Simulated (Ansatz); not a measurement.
Program: Ansatz. Geometries: PBE0-D4/def2-TZVP. ΔE: electronic, gas phase. CBS: MP2 limit from def2 TZ/QZ plus the TZ coupled-cluster correction, frozen cores. This one scheme is used for every species. DFT in def2-TZVPP. One conformer a species, not always the lowest.

Reaction (ligand exchange at the Si–S bond): `O[SiH](S)S` + PH₃ → `O[SiH](P)S` + H₂S

```csv
level,ΔE (kJ/mol)
B2PLYP,43.5
CAM-B3LYP,43.6
```

(1) What does CCSD(T)/CBS give? (Estimate.)

Largest T1 diagnostic among the species: 0.013.

## Answers

(1) Computed: +41.6 kJ/mol. The listed levels differ from it by 1.9, 2.0 kJ/mol.

From BLYP to BHLYP (50 % exact exchange), in def2-TZVPP and without D4, ΔE moves by +3.9 kJ/mol. Leaving LDA and LC-ωPBE aside and taking each functional with its dispersion term where it has one, the values, not all of them listed here, spread over 6.9 kJ/mol, from PBE-D4 to ωB97M-V.
